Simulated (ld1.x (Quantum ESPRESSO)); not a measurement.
## Which change was made? (Nb, RRKJ)

Nb (Z = 41), norm-conserving RRKJ (Kleinman–Bylander form), made with ld1.x (Quantum ESPRESSO) 7.5 (PBE, scalar-relativistic). Core [Ar] 3d10 4s2, reference 4p6 4d4 5s0.5 5p0.5. Waves: 5s (bound): rc 2.95 bohr; 4d (bound): rc 1.70 bohr; 4p (bound): rc 1.50 bohr. Local part: the p channel. Core correction: none. rho0 = 0.005.

Occupied shells without a wave of their own: 5p. They enter only through the test configuration that unscreens the potential.

Cutoffs, loose and tight: the cutoffs (Ry, on a coarse ladder) from which the occupation-weighted sum of valence levels, in a spherical-Bessel basis at the reference potential, stays within 10 and 1 mRy of its value at 400 Ry. They do not see the model core or the augmentation charge, which bear on the density cutoff. Test errors are all-electron minus pseudo excitation energies from the reference, over the configurations 4p6 4d4 5s1 5p0; 4p6 4d4 5s0 5p0; 4p6 4d3 5s0 5p0; 4p6 4d3 5s1 5p0; 4p6 4d4.5 5s0.5 5p0; 4p6 4d1 5s0 5p0; 4p6 4d4 5s0.5 5p0; variants that change the core or the reference have their own tests.

The base gives: outcome: generated; cutoff, loose: 50 Ry; cutoff, tight: 90 Ry; bound ghosts: s; largest test error (meV): -41.

Task: After one change the result is: outcome: generated; cutoff, loose: 50 Ry; cutoff, tight: 90 Ry; bound ghosts: s; largest test error (meV): -55. Which change was it?
A. all radii scaled by about 1.14 (s 3.36, p 1.70, d 1.94 bohr)
B. local potential all-electron potential smoothed inside 1.30 bohr (lloc = -1)
C. wave 5s (bound): rc 2.95 bohr becomes 5s (bound): rc 3.42 bohr

Result: C. The others give: local potential all-electron potential smoothed inside 1.30 bohr (lloc = -1) → outcome: generated; cutoff, loose: 60 Ry; cutoff, tight: 90 Ry; bound ghosts: s; largest test error (meV): +25 | all radii scaled by about 1.14 (s 3.36, p 1.70, d 1.94 bohr) → outcome: generated; cutoff, loose: 40 Ry; cutoff, tight: 55 Ry; bound ghosts: s; largest test error (meV): -59.
